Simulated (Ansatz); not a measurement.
Reaction (homolysis of the B–Si bond): `B[SiH](C)C` → `[BH2]`• + `C[SiH]C`•

Isolated molecules relaxed with PBE0-D4/def2-TZVP in Ansatz; ΔE leaves out vibrations. CCSD(T)/CBS adds triple-zeta CCSD(T) − MP2 to the extrapolated MP2 energy (def2 sets, frozen cores). This one scheme is used for every species. DFT in def2-TZVPP. B3LYP here is the variant with VWN-RPA as its local correlation; programs differ in this. Open shells (•) are unrestricted, without spin–orbit coupling.

| level | ΔE (eV) |
| --- | --- |
| B3LYP-D4 | 3.75 |
| ωB97X-V | 3.97 |
| B2PLYP | 3.73 |
| PBE | 3.73 |
| PBE0 | 3.73 |
| B3LYP | 3.66 |
| CCSD/def2-TZVPP | 3.75 |
| SCS-MP2/def2-QZVPP | 3.89 |

(1) What does CCSD(T)/CBS give? (Best estimate.)

Largest T1 diagnostic among the species: 0.011.

Results:

(1) Computed: +3.91 eV. The listed levels differ from it by -0.16, 0.06, -0.18, -0.18, -0.18, -0.25, -0.16, -0.02 eV.

The D4 term adds +0.09 eV with B3LYP and +0.05 eV with PBE0; it sums over pairs of atoms, weighted by their polarisabilities, and B3LYP, whose exchange is more repulsive, gets the larger term. In def2-TZVPP, CCSD(T) changes the Hartree–Fock value by +1.00 eV (the triples alone add +0.07 eV) and MP2 by +0.98 eV; breaking electron pairs costs correlation energy, which Hartree–Fock lacks.
